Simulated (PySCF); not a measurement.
Method: PBE-D3(BJ)/def2-TZVP // B3LYP-D3(BJ)/def2-TZVP in PySCF. Gas-phase values, no solvent. 

Reference species (SMILES): `C#CNC#C` (neutral, multiplicity 1).

```json
{
 "LUMO": "-0.69 eV",
 "HOMO": "-5.33 eV"
}
```

Changed species: `C(C#CC)#N`.

Task: Give the shifts of the LUMO and HOMO.

Result: the LUMO falls by 1.37 eV, to -2.06 eV; the HOMO decreases by 1.86 eV, to -7.19 eV.
